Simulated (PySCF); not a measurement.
Se(Cl)2 cation (Cl₂Se), SMILES Cl[Se]Cl (connectivity only; charge and spin as stated), charge +1, multiplicity 2.

The structure is a stationary point at TPSSh-D3(BJ)/def2-TZVP. The multiplicity is an assumed one; other spin states were not compared. The isomer is the one that the SMILES or the coordinates give; other isomers of the formula were not compared.

Method: B3LYP/def2-TZVPD in PySCF.

Gas-phase values at a fixed geometry.

The total energy is -3321.71596 hartree. The point group comes out as C2v, the α spin, highest occupied and lowest empty level is -14.04 and -9.14 eV and the β spin, highest occupied and lowest empty level is -15.64 and -11.53 eV. The dipole moment about the centre of nuclear charge is 0.65 D and the mean static polarisability comes out as 50.7 bohr³ (7.51 Å³). The polarisability, principal values comes out as 33.2, 45.0, 73.9 bohr³ and the ⟨S²⟩ is 0.753 (pure state 0.75).
